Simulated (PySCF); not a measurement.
## Ionisation energy of Zn¹⁴⁺ by level of theory

Zn¹⁴⁺ [Ne] 3s2 3p4 (3P) → Zn¹⁵⁺ [Ne] 3s2 3p3 (4S), as a difference of total energies. Computed with PySCF 2.14 in an even-tempered Gaussian basis (19 s from 0.81 bohr⁻², ratio 2.5; 12 p from 1.1 bohr⁻², ratio 2.5; 5 d from 7 bohr⁻², ratio 2.7; 4 f from 11 bohr⁻², ratio 2.7), with the spin-free X2C one-electron Hamiltonian (Gaussian nucleus). Correlated levels: outer shells: 1s2 frozen; virtual orbitals above 40 to 60 times the deepest correlated orbital energy dropped. The calculations carry no spin-orbit coupling.

```json
{"method": "UHF", "ionisation energy (eV)": "488.29"}
{"method": "MP2 (outer shells)", "ionisation energy (eV)": "489.24"}
{"method": "SCS-MP2 (outer shells)", "ionisation energy (eV)": "489.27"}
{"method": "CCSD (outer shells)", "ionisation energy (eV)": "489.23"}
{"method": "CCSD(T) (outer shells)", "ionisation energy (eV)": "489.24"}
```

Q: How much does correlation contribute at CCSD(T) (outer shells)?

A: 489.24 − (488.29) = 0.95 eV, measured against UHF.

A first-order spin-orbit estimate (lowest level to lowest level, LS coupling) adds 1.419 eV.

For comparison: 490.6 ± 0.6 eV (semi-empirical (NIST evaluation); NIST Atomic Spectra Database, ionization energies).
